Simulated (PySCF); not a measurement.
A calculated (PBE, PySCF 2.14, x2c-TZVPPall with one added diffuse shell each of s, p, d type, the spin-free X2C one-electron Hamiltonian (Gaussian nucleus)) atom or ion has these occupied shells.

```json
{"shell": "1s α", "electrons": "1", "orbital energy (eV)": "-10221.6", "rms radius, mean of both spins (bohr)": "0.0560"}
{"shell": "1s β", "electrons": "1", "orbital energy (eV)": "-10221.6", "rms radius, mean of both spins (bohr)": "0.0560"}
{"shell": "2s α", "electrons": "1", "orbital energy (eV)": "-1262.8", "rms radius, mean of both spins (bohr)": "0.236"}
{"shell": "2s β", "electrons": "1", "orbital energy (eV)": "-1262.8", "rms radius, mean of both spins (bohr)": "0.236"}
{"shell": "2p α", "electrons": "3", "orbital energy (eV)": "-1099.6", "rms radius, mean of both spins (bohr)": "0.211"}
{"shell": "2p β", "electrons": "3", "orbital energy (eV)": "-1099.6", "rms radius, mean of both spins (bohr)": "0.211"}
{"shell": "3s α", "electrons": "1", "orbital energy (eV)": "-148.13", "rms radius, mean of both spins (bohr)": "0.700"}
{"shell": "3s β", "electrons": "1", "orbital energy (eV)": "-148.12", "rms radius, mean of both spins (bohr)": "0.700"}
{"shell": "3p α", "electrons": "3", "orbital energy (eV)": "-98.912", "rms radius, mean of both spins (bohr)": "0.736"}
{"shell": "3p β", "electrons": "3", "orbital energy (eV)": "-98.894", "rms radius, mean of both spins (bohr)": "0.736"}
{"shell": "3d α", "electrons": "5", "orbital energy (eV)": "-19.248", "rms radius, mean of both spins (bohr)": "0.928"}
{"shell": "3d β", "electrons": "5", "orbital energy (eV)": "-19.193", "rms radius, mean of both spins (bohr)": "0.928"}
{"shell": "4s α", "electrons": "1", "orbital energy (eV)": "-9.135", "rms radius, mean of both spins (bohr)": "2.53"}
{"shell": "4s β", "electrons": "1", "orbital energy (eV)": "-8.556", "rms radius, mean of both spins (bohr)": "2.53"}
{"shell": "4p α", "electrons": "1", "orbital energy (eV)": "-2.940", "rms radius, mean of both spins (bohr)": "3.75"}
```

Name the element and its charge.

Ga (gallium, neutral), in [Ar] 3d10 4s2 4p1, 2P determinant.
